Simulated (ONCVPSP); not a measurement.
# LDA (Perdew-Zunger) ONCV dataset for cadmium, scalar-relativistic all-electron reference.

Cd (Z = 48), optimised norm-conserving Vanderbilt (ONCV), made with ONCVPSP 4.0.1 (LDA (Perdew-Zunger), scalar-relativistic). Core [Ar] 3d10, reference 4s2 4p6 4d10 5s1 5p1. Waves: 4s+5s: rc 1.55 bohr, ncon 4, nbas 8, qcut 7 1/bohr, 2 projectors; 4p+5p: rc 1.45 bohr, ncon 4, nbas 8, qcut 10.7 1/bohr, 2 projectors; 4d: rc 1.25 bohr, ncon 4, nbas 9, qcut 7.2 1/bohr, 1 projector. Local part: polynomial inside 1.00 bohr (lpopt 5, dvloc0 2 Ha). Core correction: Teter function fitted to the true core (icmod 2), fcfact 0.72.

All-electron outer shells of the reference configuration (LDA (Perdew-Zunger), scalar-relativistic, ld1.x):

| shell | level (eV) | outermost node (bohr) | outermost maximum (bohr) |
| --- | --- | --- | --- |
| 3p | -602.85 | 0.14 | 0.32 |
| 3d | -395.91 | – | 0.27 |
| 4s | -107.78 | 0.43 | 0.79 |
| 4p | -68.93 | 0.43 | 0.84 |
| 4d | -13.78 | 0.42 | 0.98 |
| 5s | -7.22 | 1.06 | 2.29 |
| 5p | -2.26 | 1.19 | 3.09 |

Q: Estimate the cutoffs (Ha) at which the residual kinetic energy of the hardest occupied pseudo-wave falls to 1 and 0.1 mHa per electron.

A: 100 Ha and 191 Ha.

Q: What does a ghost test show?

A: No bound ghost flagged; GHOST(+) flagged for s at 175.1 eV.

Q: Which valence shell sets the plane-wave cutoff?

A: 4d: 100 Ha for 1 mHa per electron, against 28 Ha for 4p.

Q: Tests: 4s2 4p6 4d10 5s2 5p0; 4s2 4p6 4d10 5s1 5p0; 4s2 4p6 4d10 5s0 5p0; 4s2 4p6 4d9 5s2 5p0. Which has the largest error in its energy relative to the reference configuration, and how large is it?

A: 4s2 4p6 4d10 5s0 5p0, with -5.9 meV (all-electron minus pseudo) on +22.36 eV.
